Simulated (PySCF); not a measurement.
C$_{4}$H$_{7}$ (SMILES [CH-]=C(C)C), charge -1, singlet, at a GFN2-xTB geometry; SVWN5/STO-3G run with PySCF.

The PySCF input:
```python
from pyscf import gto, scf, dft

mol = gto.Mole()
mol.atom = '''
    C    -0.017079    0.137684    1.567119
    C    -0.002588    0.015899    0.238727
    H    -0.019375   -0.900336    2.055516
    C     0.003309    1.253666   -0.640106
    H    -0.005779    2.152562   -0.023252
    H     0.893269    1.292935   -1.287774
    H    -0.872859    1.287990   -1.306587
    C     0.010311   -1.253978   -0.638358
    H     0.006195   -2.152814   -0.015777
    H    -0.867325   -1.302457   -1.302631
    H     0.902155   -1.297503   -1.283782
'''
mol.basis = 'sto-3g'
mol.charge = -1
mol.spin = 0
mol.verbose = 4
mol.build()

mf = dft.RKS(mol)
mf.xc = 'lda,vwn'
mf.diis = False
mf.max_cycle = 100
mf.kernel()
```

The log (banner, timings and long lists left out):

```
PySCF version 2.14.0

[INPUT] verbose = 4
[INPUT] num. atoms = 11
[INPUT] num. electrons = 32
[INPUT] charge = -1
[INPUT] spin (= nelec alpha-beta = 2S) = 0
[INPUT] symmetry False subgroup None
[INPUT] Mole.unit = angstrom
[INPUT] Symbol           X                Y                Z      unit          X                Y                Z       unit  Magmom
[...]
nuclear repulsion = 111.076037992615
number of shells = 19
number of NR pGTOs = 81
number of NR cGTOs = 27
basis = sto-3g
ecp = {}

******** <class 'pyscf.dft.rks.RKS'> ********
method = RKS
initial guess = minao
damping factor = 0
level_shift factor = 0
DIIS disabled
SCF conv_tol = 1e-09
SCF conv_tol_grad = None
SCF max_cycles = 100
direct_scf = True
direct_scf_tol = 1e-13
XC library pyscf.dft.libxc version 7.1.2
    S. Lehtola, C. Steigemann, M. J. T. Oliveira, and M. A. L. Marques,  SoftwareX 7, 1–5 (2018)
XC functionals = lda,vwn
    P. A. M. Dirac,  Math. Proc. Cambridge Philos. Soc. 26, 376 (1930)
    F. Bloch,  Z. Phys. 57, 545 (1929)
    S. H. Vosko, L. Wilk, and M. Nusair,  Can. J. Phys. 58, 1200 (1980)
radial grids:
    Treutler-Ahlrichs [JCP 102, 346 (1995); DOI:10.1063/1.469408] (M4) radial grids

becke partition: Becke, JCP 88, 2547 (1988); DOI:10.1063/1.454033
pruning grids: <function nwchem_prune>
grids dens level: 3
symmetrized grids: False
atomic radii adjust function: <function treutler_atomic_radii_adjust>
small_rho_cutoff = 0
Set gradient conv threshold to 3.16228e-05
Initial guess from minao.
tot grids = 125128
init E= -153.180286807586
[...]
cycle= 1 E= -152.873269727366  delta_E= 0.307  |g|= 0.527  |ddm|= 4.13
[...]
cycle= 2 E= -152.777133798128  delta_E= 0.0961  |g|= 0.739  |ddm|= 2.11
[...]
cycle= 3 E= -152.243837536919  delta_E= 0.533  |g|= 1.37  |ddm|= 2.95
[...]
cycle= 4 E= -149.060831574828  delta_E= 3.18  |g|= 2.52  |ddm|= 7.06
[...]
cycle= 5 E= -144.774785565432  delta_E= 4.29  |g|= 3.13  |ddm|= 9.76
[...]
cycle= 6 E= -140.277644923164  delta_E=  4.5  |g|= 3.36  |ddm|= 12.1
[...]
cycle= 7 E= -133.351739053019  delta_E= 6.93  |g|=  3.5  |ddm|= 15.2
[...]
cycle= 8 E= -128.315490930465  delta_E= 5.04  |g|= 3.01  |ddm|= 17.8
[...]
cycle= 9 E= -125.727950981418  delta_E= 2.59  |g|= 2.96  |ddm|= 19.3
[...]
cycle= 10 E= -126.789345614729  delta_E= -1.06  |g|= 2.99  |ddm|= 19.3
[...]
cycle= 11 E= -125.841709109049  delta_E= 0.948  |g|= 2.94  |ddm|= 19.3
[...]
cycle= 12 E= -126.808925461264  delta_E= -0.967  |g|= 2.99  |ddm|= 19.3
[...]
cycle= 13 E= -125.843203629246  delta_E= 0.966  |g|= 2.94  |ddm|= 19.3
[...]
cycle= 14 E= -126.809092071857  delta_E= -0.966  |g|= 2.99  |ddm|= 19.3
[...]
cycle= 15 E= -125.843215763912  delta_E= 0.966  |g|= 2.94  |ddm|= 19.3
[...]
cycle= 16 E= -126.809093388839  delta_E= -0.966  |g|= 2.99  |ddm|= 19.3
[...]
cycle= 17 E= -125.843215860169  delta_E= 0.966  |g|= 2.94  |ddm|= 19.3
[...]
cycle= 18 E= -126.809093399224  delta_E= -0.966  |g|= 2.99  |ddm|= 19.3
[...]
cycle= 19 E= -125.843215860929  delta_E= 0.966  |g|= 2.94  |ddm|= 19.3
[...]
cycle= 20 E= -126.809093399306  delta_E= -0.966  |g|= 2.99  |ddm|= 19.3
[...]
cycle= 21 E= -125.843215860935  delta_E= 0.966  |g|= 2.94  |ddm|= 19.3
[...]
cycle= 22 E= -126.809093399306  delta_E= -0.966  |g|= 2.99  |ddm|= 19.3
[...]
cycle= 23 E= -125.843215860935  delta_E= 0.966  |g|= 2.94  |ddm|= 19.3
[...]
cycle= 24 E= -126.809093399306  delta_E= -0.966  |g|= 2.99  |ddm|= 19.3
[...]
cycle= 25 E= -125.843215860935  delta_E= 0.966  |g|= 2.94  |ddm|= 19.3
[...]
cycle= 26 E= -126.809093399307  delta_E= -0.966  |g|= 2.99  |ddm|= 19.3
[...]
cycle= 27 E= -125.843215860935  delta_E= 0.966  |g|= 2.94  |ddm|= 19.3
[...]
cycle= 28 E= -126.809093399306  delta_E= -0.966  |g|= 2.99  |ddm|= 19.3
[...]
cycle= 29 E= -125.843215860935  delta_E= 0.966  |g|= 2.94  |ddm|= 19.3
[...]
cycle= 30 E= -126.809093399306  delta_E= -0.966  |g|= 2.99  |ddm|= 19.3
[...]
cycle= 31 E= -125.843215860935  delta_E= 0.966  |g|= 2.94  |ddm|= 19.3
[...]
[...]
cycle= 50 E= -126.809093399306  delta_E= -0.966  |g|= 2.99  |ddm|= 19.3
[...]
cycle= 51 E= -125.843215860935  delta_E= 0.966  |g|= 2.94  |ddm|= 19.3
[...]
cycle= 52 E= -126.809093399306  delta_E= -0.966  |g|= 2.99  |ddm|= 19.3
[...]
cycle= 53 E= -125.843215860935  delta_E= 0.966  |g|= 2.94  |ddm|= 19.3
[...]
cycle= 54 E= -126.809093399307  delta_E= -0.966  |g|= 2.99  |ddm|= 19.3
[...]
cycle= 55 E= -125.843215860935  delta_E= 0.966  |g|= 2.94  |ddm|= 19.3
[...]
cycle= 56 E= -126.809093399306  delta_E= -0.966  |g|= 2.99  |ddm|= 19.3
[...]
cycle= 57 E= -125.843215860935  delta_E= 0.966  |g|= 2.94  |ddm|= 19.3
[...]
cycle= 58 E= -126.809093399307  delta_E= -0.966  |g|= 2.99  |ddm|= 19.3
[...]
cycle= 59 E= -125.843215860935  delta_E= 0.966  |g|= 2.94  |ddm|= 19.3
[...]
cycle= 60 E= -126.809093399306  delta_E= -0.966  |g|= 2.99  |ddm|= 19.3
[...]
cycle= 61 E= -125.843215860935  delta_E= 0.966  |g|= 2.94  |ddm|= 19.3
[...]
cycle= 62 E= -126.809093399307  delta_E= -0.966  |g|= 2.99  |ddm|= 19.3
[...]
cycle= 63 E= -125.843215860935  delta_E= 0.966  |g|= 2.94  |ddm|= 19.3
[...]
cycle= 64 E= -126.809093399306  delta_E= -0.966  |g|= 2.99  |ddm|= 19.3
[...]
cycle= 65 E= -125.843215860935  delta_E= 0.966  |g|= 2.94  |ddm|= 19.3
[...]
cycle= 66 E= -126.809093399307  delta_E= -0.966  |g|= 2.99  |ddm|= 19.3
[...]
cycle= 67 E= -125.843215860935  delta_E= 0.966  |g|= 2.94  |ddm|= 19.3
[...]
cycle= 68 E= -126.809093399306  delta_E= -0.966  |g|= 2.99  |ddm|= 19.3
[...]
cycle= 69 E= -125.843215860935  delta_E= 0.966  |g|= 2.94  |ddm|= 19.3
[...]
cycle= 70 E= -126.809093399307  delta_E= -0.966  |g|= 2.99  |ddm|= 19.3
[...]
cycle= 71 E= -125.843215860935  delta_E= 0.966  |g|= 2.94  |ddm|= 19.3
[...]
cycle= 72 E= -126.809093399306  delta_E= -0.966  |g|= 2.99  |ddm|= 19.3
[...]
cycle= 73 E= -125.843215860935  delta_E= 0.966  |g|= 2.94  |ddm|= 19.3
[...]
cycle= 74 E= -126.809093399306  delta_E= -0.966  |g|= 2.99  |ddm|= 19.3
[...]
cycle= 75 E= -125.843215860935  delta_E= 0.966  |g|= 2.94  |ddm|= 19.3
[...]
cycle= 76 E= -126.809093399306  delta_E= -0.966  |g|= 2.99  |ddm|= 19.3
[...]
cycle= 77 E= -125.843215860935  delta_E= 0.966  |g|= 2.94  |ddm|= 19.3
[...]
cycle= 78 E= -126.809093399306  delta_E= -0.966  |g|= 2.99  |ddm|= 19.3
[...]
cycle= 79 E= -125.843215860935  delta_E= 0.966  |g|= 2.94  |ddm|= 19.3
[...]
cycle= 80 E= -126.809093399306  delta_E= -0.966  |g|= 2.99  |ddm|= 19.3
[...]
cycle= 81 E= -125.843215860935  delta_E= 0.966  |g|= 2.94  |ddm|= 19.3
[...]
cycle= 82 E= -126.809093399307  delta_E= -0.966  |g|= 2.99  |ddm|= 19.3
[...]
cycle= 83 E= -125.843215860935  delta_E= 0.966  |g|= 2.94  |ddm|= 19.3
[...]
cycle= 84 E= -126.809093399306  delta_E= -0.966  |g|= 2.99  |ddm|= 19.3
[...]
cycle= 85 E= -125.843215860935  delta_E= 0.966  |g|= 2.94  |ddm|= 19.3
[...]
cycle= 86 E= -126.809093399306  delta_E= -0.966  |g|= 2.99  |ddm|= 19.3
[...]
cycle= 87 E= -125.843215860935  delta_E= 0.966  |g|= 2.94  |ddm|= 19.3
[...]
cycle= 88 E= -126.809093399306  delta_E= -0.966  |g|= 2.99  |ddm|= 19.3
[...]
cycle= 89 E= -125.843215860935  delta_E= 0.966  |g|= 2.94  |ddm|= 19.3
[...]
cycle= 90 E= -126.809093399306  delta_E= -0.966  |g|= 2.99  |ddm|= 19.3
[...]
cycle= 91 E= -125.843215860935  delta_E= 0.966  |g|= 2.94  |ddm|= 19.3
[...]
cycle= 92 E= -126.809093399306  delta_E= -0.966  |g|= 2.99  |ddm|= 19.3
[...]
cycle= 93 E= -125.843215860935  delta_E= 0.966  |g|= 2.94  |ddm|= 19.3
[...]
cycle= 94 E= -126.809093399307  delta_E= -0.966  |g|= 2.99  |ddm|= 19.3
[...]
cycle= 95 E= -125.843215860935  delta_E= 0.966  |g|= 2.94  |ddm|= 19.3
[...]
cycle= 96 E= -126.809093399307  delta_E= -0.966  |g|= 2.99  |ddm|= 19.3
[...]
cycle= 97 E= -125.843215860935  delta_E= 0.966  |g|= 2.94  |ddm|= 19.3
[...]
cycle= 98 E= -126.809093399306  delta_E= -0.966  |g|= 2.99  |ddm|= 19.3
[...]
cycle= 99 E= -125.843215860935  delta_E= 0.966  |g|= 2.94  |ddm|= 19.3
[...]
cycle= 100 E= -126.809093399307  delta_E= -0.966  |g|= 2.99  |ddm|= 19.3
SCF not converged.
SCF energy = -126.809093399307
```

The run did not converge; its last values are not results.
